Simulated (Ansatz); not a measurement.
Consider the ligand exchange at a Ga–C bond: `C[Si](C)(C)[CH2][Ga]([Cl])[Cl]` + HBr → `[Cl][Ga]([Cl])[Br]` + tetramethylsilane.

Gas-phase electronic energies from Ansatz, PBE0-D4/def2-TZVP geometries. CCSD(T)/CBS is the MP2 limit (def2-TZVPP, def2-QZVPP) plus CCSD(T) − MP2 in def2-TZVPP, frozen cores. DFT in def2-TZVPP. HSE06 is defined as in plane-wave codes. For Br, Ga outer-core shells are correlated without core-valence functions, which leaves a few kJ/mol of doubt a bond. Scalar relativity is left out up to krypton. One conformer a species, not always the lowest.

Task: Is it downhill or uphill in electronic energy at CCSD(T)/CBS, and by how much? (Best estimate.)

Result: The calculation gave: Downhill: ΔE = -90.3 kJ/mol.

Task: What do these levels give: PBE-D4, r2SCAN-D4, PBE0-D4, r2SCANh-D4, CAM-B3LYP-D4, ωB97M-V, HSE06, CCSD/def2-SVP, CCSD(T)/def2-SVP, CCSD(T)/def2-TZVPP, HF/def2-QZVPP, CCSD/CBS(def2)? (An estimate is asked.)

Result: Computed: PBE-D4 -90.8, r2SCAN-D4 -98.9, PBE0-D4 -95.7, r2SCANh-D4 -99.9, CAM-B3LYP-D4 -96.2, ωB97M-V -96.3, HSE06 -105.1, CCSD/def2-SVP -102.4, CCSD(T)/def2-SVP -99.3, CCSD(T)/def2-TZVPP -92.3, HF/def2-QZVPP -129.5, CCSD/CBS(def2) -94.6 kJ/mol.

Largest T1 diagnostic among the species: 0.011.

In def2-TZVPP, CCSD(T) changes the Hartree–Fock value by +37.8 kJ/mol (the triples alone add +4.3 kJ/mol) and MP2 by +38.2 kJ/mol. At CCSD(T), def2-SVP lies −9.0 kJ/mol from the extrapolated value and def2-TZVPP −2.0 kJ/mol.
